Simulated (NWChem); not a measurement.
# C₂H₂F₃O₂ cation; SMILES [OH2+]C(=O)C(F)(F)F

```xyz
9

O     -1.3213    -1.4686    -0.0122
C     -0.3630    -0.8352    -0.0242
O      0.9971    -1.5997     0.0159
C     -0.0341     0.6851     0.0025
F      0.0284     1.0627     1.2521
F      1.1487     0.8495    -0.5825
F     -0.9640     1.3156    -0.6465
H      0.9562    -2.5759    -0.0771
H      1.8172    -1.1839    -0.3273
```
Atoms are numbered in this order, from 1.

Program: NWChem. All runs use the structure optimised with PBE0/def2-SVP. Level: PBE0/def2-SVP with SMD (1 M gas to 1 M solution), gas-phase geometry. Reactions with the solvent are ignored.

**Question.** What does the run give for solvent ethyl acetate? Quantities: solvation free energy (kcal/mol); cavity-dispersion-structure term (kcal/mol).

**Answer.** 
```
Item                                         Result
-------------------------------------------  ------
solvation free energy (kcal/mol)              -55.6
cavity-dispersion-structure term (kcal/mol)    -0.4
```
